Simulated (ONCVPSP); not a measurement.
lanthanum (La): ONCV pseudisation with PBE, scalar-relativistic reference atom.

| Item | Value |
| --- | --- |
| Element | lanthanum |
| Generator | ONCVPSP 4.0.1 |
| Type | optimised norm-conserving Vanderbilt (ONCV) |
| Functional | PBE |
| Relativity | scalar-relativistic |
| Frozen core | [Kr] 4d10 |
| Valence charge | 11 |
| Reference configuration | 5s2 5p6 5d1 6s1.75 (charge +0.25) |
| Partial waves | 5s+6s: rc 2.50 bohr, ncon 3, nbas 6, qcut 6 1/bohr, 3 projectors, debl 2.5 Ha; 5p: rc 2.10 bohr, ncon 4, nbas 7, qcut 3.8 1/bohr, 2 projectors, debl 3 Ha; 5d: rc 3.55 bohr, ncon 4, nbas 9, qcut 4.5 1/bohr, 2 projectors, debl 2.8 Ha; f scattering state at 0.18 Ha: rc 3.60 bohr, ncon 4, nbas 9, qcut 3.5 1/bohr, 1 projector |
| Local potential | polynomial inside 2.00 bohr (lpopt 5, dvloc0 0 Ha) |
| Core correction | Teter function, parameters optimised by the program |

In the f channel the program set the typed energies aside and used -0.209 Ha.

(1) Estimate the cutoffs (Ha) at which the residual kinetic energy of the hardest occupied pseudo-wave falls to 1 and 0.1 mHa per electron.

(2) What does a ghost test show?

(3) Which valence shell sets the plane-wave cutoff?

(4) Tests: 5s2 5p6 5d1 6s2; 5s2 5p6 5d1 6s1; 5s2 5p6 5d1 6s0; 5s2 5p6 5d1.5 6s1.5. Which has the largest error in its energy relative to the reference configuration, and how large is it?

## Answers

(1) 17 Ha and 32 Ha.

(2) No bound ghost flagged; GHOST(+) flagged for s at 188.2 eV.

(3) 5p: 17 Ha for 1 mHa per electron, against 10 Ha for 5s.

(4) 5s2 5p6 5d1 6s0, with -4.7 meV (all-electron minus pseudo) on +15.80 eV.
